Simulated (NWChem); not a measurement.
System: RbCl; SMILES [Cl][Rb]

NWChem input:

```
start job
memory heap 200 mb stack 900 mb global 1100 mb
geometry units angstroms noautoz
  Rb     0.000000     0.000000    -0.903055
  Cl     0.000000     0.000000     1.911525
end
basis spherical
  Rb library def2-svp
  Cl library def2-svp
end
ecp
  Rb library def2-ecp
end
dft
  xc mn15
  grid xfine
  iterations 150
  mulliken
end
task dft gradient
```

Output (shortened):

```
             Northwest Computational Chemistry Package (NWChem) 7.3.0
             --------------------------------------------------------

 ORDER OF PRIMARY AXIS IS BEING SET TO 4
 C4V symmetry detected

                             Geometry "geometry" -> ""
                             -------------------------

 Output coordinates in angstroms (scale by  1.889725989 to convert to a.u.)

  No.       Tag          Charge          X              Y              Z
 ---- ---------------- ---------- -------------- -------------- --------------
    1 Rb                  37.0000     0.00000000     0.00000000    -0.88607148
    2 Cl                  17.0000     0.00000000     0.00000000     1.92850852

 Effective nuclear repulsion energy (a.u.)     118.2600919572

      Symmetry information
      --------------------

 Group name             C4v
 Group number             18
 Group order               8
 No. of unique centers     2

                                 NWChem DFT Module
                                 -----------------

 Summary of "ao basis" -> "ao basis" (spherical)
 ------------------------------------------------------------------------------
       Tag                 Description            Shells   Functions and Types
 ---------------- ------------------------------  ------  ---------------------
 Rb                         def2-svp                10       24   5s3p2d
 Cl                         def2-svp                 8       18   4s3p1d

      Symmetry analysis of basis
      --------------------------

        a1         18
        a2          0
        b1          3
        b2          3
        e          18

            General Information
            -------------------
          SCF calculation type: DFT
          Wavefunction type:  closed shell.
          No. of atoms     :     2
          No. of electrons :    26
           Alpha electrons :    13
            Beta electrons :    13
          Charge           :     0
          Spin multiplicity:     1
          Use of symmetry is: on ; symmetry adaption is: on
          Maximum number of iterations: 150
          AO basis - number of functions:    42
                     number of shells:    18
          Convergence on energy requested:  1.00D-06
          Convergence on density requested:  1.00D-05
          Convergence on gradient requested:  5.00D-04

              XC Information
              --------------
                         MN15 Method XC Functional
                     Hartree-Fock (Exact) Exchange  0.440
                          MN15 Exchange Functional  1.000
                        MN15 Correlation Potential  1.000

             Grid Information
             ----------------
          Grid used for XC integration:  xfine
          Radial quadrature: Mura-Knowles
          Angular quadrature: Lebedev.
          Tag              B.-S. Rad. Rad. Pts. Rad. Cut. Ang. Pts.
          ---              ---------- --------- --------- ---------
          Rb                  2.35      205          15.0      1454
          Cl                  1.00      125          11.0      1454
          Grid pruning is: on
          Number of quadrature shells:   330
          Spatial weights used:  Erf1

      Superposition of Atomic Density Guess
      -------------------------------------

 Sum of atomic energies:        -486.78962964

      Non-variational initial energy
      ------------------------------

 Total energy =    -482.981473
 1-e energy   =    -731.454810
 2-e energy   =     219.707368
 HOMO         =      -0.436284
 LUMO         =      -0.046735

      Symmetry analysis of molecular orbitals - initial
      -------------------------------------------------

 !! scf_movecs_sym_adapt:    6 vectors were symmetry contaminated

  Symmetry fudging

 !! scf_movecs_sym_adapt:    6 vectors were symmetry contaminated

  Numbering of irreducible representations:

     1 a1          2 a2          3 b1          4 b2          5 e

  Orbital symmetries:

     1 a1          2 a1          3 a1          4 e           5 e
     6 a1          7 a1          8 a1          9 e          10 e
    11 e          12 e          13 a1         14 a1         15 e
    16 e          17 a1         18 a1         19 b1         20 b2
    21 e          22 e          23 a1

     ---------------------------------------------
      Total Density - Mulliken Population Analysis
     ---------------------------------------------

    Atom       Charge   Shell Charges
 -----------   ------   -------------------------------------------------------
    1 Rb   9     8.11   0.55  0.70  0.75  0.04 -0.00  5.17  0.84  0.02  0.02  0.03
    2 Cl  17    17.89   2.00  1.99  1.25  0.74  5.95  2.30  3.65  0.00

   convergence    iter        energy       DeltaE   RMS-Dens  Diis-err
 ---------------- ----- ----------------- --------- --------- ---------
 d= 0,ls=0.0,diis     1   -484.0185924072 -5.13D+02  2.39D-02  4.10D-01
 d= 0,ls=0.0,diis     2   -484.0397396449 -2.11D-02  1.04D-02  1.29D-01
 d= 0,ls=0.0,diis     3   -484.0549020752 -1.52D-02  2.41D-03  9.78D-03
 d= 0,ls=0.0,diis     4   -484.0562442220 -1.34D-03  1.27D-04  1.89D-05
 d= 0,ls=0.0,diis     5   -484.0562484764 -4.25D-06  6.23D-05  1.19D-06
 d= 0,ls=0.0,diis     6   -484.0562489171 -4.41D-07  1.42D-05  3.66D-08
 d= 0,ls=0.0,diis     7   -484.0562489356 -1.85D-08  3.73D-06  5.40D-09

         Total DFT energy =     -484.056248935583
      One electron energy =     -735.357166808452
           Coulomb energy =      254.472432319042
    Exchange-Corr. energy =      -31.937482760079
 Nuclear repulsion energy =       28.765968313906

 Numeric. integr. density =       26.000000112915

                  Occupations of the irreducible representations
                  ----------------------------------------------

                     irrep           alpha         beta
                     --------     --------     --------
                     a1                7.0          7.0
                     a2                0.0          0.0
                     b1                0.0          0.0
                     b2                0.0          0.0
                     e                 6.0          6.0

                       DFT Final Molecular Orbital Analysis
                       ------------------------------------

 Vector   11  Occ=2.000000D+00  E=-2.313841D-01  Symmetry=a1
              MO Center=  2.8D-17,  2.9D-16,  1.8D+00, r^2= 1.6D+00
   Bfn.  Coefficient  Atom+Function         Bfn.  Coefficient  Atom+Function
  ----- ------------  ---------------      ----- ------------  ---------------
    37      0.622918  2 Cl pz                34      0.459432  2 Cl pz
    31      0.268082  2 Cl pz                 4     -0.222670  1 Rb s
     8      0.168033  1 Rb pz                 2      0.120894  1 Rb s
     5      0.115479  1 Rb s                 17     -0.071613  1 Rb d  0
    27      0.047782  2 Cl s                  1      0.044246  1 Rb s

 Vector   12  Occ=2.000000D+00  E=-2.252313D-01  Symmetry=e
              MO Center=  5.6D-15, -5.0D-15,  1.9D+00, r^2= 1.5D+00
   Bfn.  Coefficient  Atom+Function         Bfn.  Coefficient  Atom+Function
  ----- ------------  ---------------      ----- ------------  ---------------
    36      0.575214  2 Cl py                33      0.414269  2 Cl py
    35     -0.272209  2 Cl px                30      0.242790  2 Cl py
    32     -0.196045  2 Cl px                29     -0.114896  2 Cl px
    21      0.088587  1 Rb d -1              13      0.067961  1 Rb py
     7     -0.054962  1 Rb py                16      0.045477  1 Rb d -1

 Vector   13  Occ=2.000000D+00  E=-2.252313D-01  Symmetry=e
              MO Center= -3.4D-16,  1.7D-16,  1.9D+00, r^2= 1.5D+00
   Bfn.  Coefficient  Atom+Function         Bfn.  Coefficient  Atom+Function
  ----- ------------  ---------------      ----- ------------  ---------------
    35      0.575214  2 Cl px                32      0.414269  2 Cl px
    36      0.272209  2 Cl py                29      0.242790  2 Cl px
    33      0.196045  2 Cl py                30      0.114896  2 Cl py
    23     -0.088587  1 Rb d  1              12      0.067961  1 Rb px
     6     -0.054962  1 Rb px                18     -0.045477  1 Rb d  1

 Vector   14  Occ=0.000000D+00  E=-1.411161D-02  Symmetry=a1
              MO Center=  8.0D-15,  8.7D-15, -2.2D+00, r^2= 1.2D+01
   Bfn.  Coefficient  Atom+Function         Bfn.  Coefficient  Atom+Function
  ----- ------------  ---------------      ----- ------------  ---------------
     5      0.694820  1 Rb s                 14     -0.344163  1 Rb pz
     4      0.304936  1 Rb s                  2     -0.212391  1 Rb s
     8      0.135319  1 Rb pz                37      0.090063  2 Cl pz
     1     -0.079656  1 Rb s                 28     -0.063733  2 Cl s
    34      0.060217  2 Cl pz                11     -0.047821  1 Rb pz

 Vector   15  Occ=0.000000D+00  E= 2.893630D-02  Symmetry=e
              MO Center= -2.1D-14,  2.0D-15, -1.9D+00, r^2= 1.6D+01
   Bfn.  Coefficient  Atom+Function         Bfn.  Coefficient  Atom+Function
  ----- ------------  ---------------      ----- ------------  ---------------
    12      0.876406  1 Rb px                13     -0.383095  1 Rb py
    23      0.276509  1 Rb d  1               6     -0.151074  1 Rb px
    21      0.120868  1 Rb d -1               7      0.066038  1 Rb py
    35     -0.051853  2 Cl px                18      0.047478  1 Rb d  1
    32     -0.032556  2 Cl px

 Vector   16  Occ=0.000000D+00  E= 2.893630D-02  Symmetry=e
              MO Center= -2.7D-14, -4.7D-14, -1.9D+00, r^2= 1.6D+01
   Bfn.  Coefficient  Atom+Function         Bfn.  Coefficient  Atom+Function
  ----- ------------  ---------------      ----- ------------  ---------------
    13      0.876406  1 Rb py                12      0.383095  1 Rb px
    21     -0.276509  1 Rb d -1               7     -0.151074  1 Rb py
    23      0.120868  1 Rb d  1               6     -0.066038  1 Rb px
    36     -0.051853  2 Cl py                16     -0.047478  1 Rb d -1
    33     -0.032556  2 Cl py

     ---------------------------------------------
      Total Density - Mulliken Population Analysis
     ---------------------------------------------

    Atom       Charge   Shell Charges
 -----------   ------   -------------------------------------------------------
    1 Rb   9     8.39   0.56  0.74  0.71  0.11 -0.03  5.16  0.87  0.07  0.07  0.13
    2 Cl  17    17.61   2.00  1.97  1.18  0.81  5.93  2.20  3.51  0.00

     -------------------------------------------
      Total Density - Lowdin Population Analysis
     -------------------------------------------

    Atom       Charge   Shell Charges
 -----------   ------   -------------------------------------------------------
    1 Rb   9     8.56   0.55  0.72  0.68  0.14  0.03  4.59  1.44  0.13  0.10  0.20
    2 Cl  17    17.44   2.00  1.95  1.02  0.88  5.83  2.35  3.42  0.00

     Multipole analysis of the density
     ---------------------------------

     L   x y z        total         alpha         beta         nuclear
     -   - - -        -----         -----         ----         -------
     0   0 0 0     -0.000000    -13.000000    -13.000000     26.000000

     1   1 0 0     -0.000000     -0.000000     -0.000000      0.000000
     1   0 1 0     -0.000000     -0.000000     -0.000000      0.000000
     1   0 0 1     -4.120627    -25.502366    -25.502366     46.884105

     2   2 0 0    -21.138074    -10.569037    -10.569037      0.000000
     2   1 1 0     -0.000000     -0.000000     -0.000000      0.000000
     2   1 0 1      0.000000      0.000000      0.000000      0.000000
     2   0 2 0    -21.138074    -10.569037    -10.569037      0.000000
     2   0 1 1     -0.000000     -0.000000     -0.000000      0.000000
     2   0 0 2    -27.952454   -139.484087   -139.484087    251.015720

            General Information
            -------------------
          SCF calculation type: DFT
          Wavefunction type:  closed shell.
          No. of atoms     :     2
          No. of electrons :    26
           Alpha electrons :    13
            Beta electrons :    13
          Charge           :     0
          Spin multiplicity:     1
          Use of symmetry is: on ; symmetry adaption is: on
          Maximum number of iterations: 150
          AO basis - number of functions:    42
                     number of shells:    18
          Convergence on energy requested:  1.00D-06
          Convergence on density requested:  1.00D-05
          Convergence on gradient requested:  5.00D-04

              XC Information
              --------------
                         MN15 Method XC Functional
                     Hartree-Fock (Exact) Exchange  0.440
                          MN15 Exchange Functional  1.000
                        MN15 Correlation Potential  1.000

             Grid Information
             ----------------
          Grid used for XC integration:  xfine
          Radial quadrature: Mura-Knowles
          Angular quadrature: Lebedev.
          Tag              B.-S. Rad. Rad. Pts. Rad. Cut. Ang. Pts.
          ---              ---------- --------- --------- ---------
          Rb                  2.35      205          15.0      1454
          Cl                  1.00      125          11.0      1454
          Grid pruning is: on
          Number of quadrature shells:   330
          Spatial weights used:  Erf1

          Convergence Information
          -----------------------
          Convergence aids based upon iterative change in
          total energy or number of iterations.
          Levelshifting, if invoked, occurs when the
          HOMO/LUMO gap drops below (HL_TOL):  1.00D-02
          DIIS, if invoked, will attempt to extrapolate
          using up to (NFOCK): 10 stored Fock matrices.

                    Damping( 0%)  Levelshifting(0.5)       DIIS
                  --------------- ------------------- ---------------
          dE  on:    start            ASAP                start
          dE off:    2 iters        150 iters           150 iters

                            NWChem DFT Gradient Module
                            --------------------------

  charge          =   0.00
  wavefunction    = closed shell

  Using symmetry

                         DFT ENERGY GRADIENTS

    atom               coordinates                        gradient
                 x          y          z           x          y          z
   1 Rb      0.000000   0.000000  -1.674432    0.000000   0.000000  -0.001313
   2 Cl      0.000000   0.000000   3.644353    0.000000   0.000000   0.001313
```

Level: MN15/def2-SVP with def2 effective core potentials on Rb. Coordinates come from a PBE0/def2-SVP optimisation. def2 effective core potentials on Rb; no spin-orbit coupling.
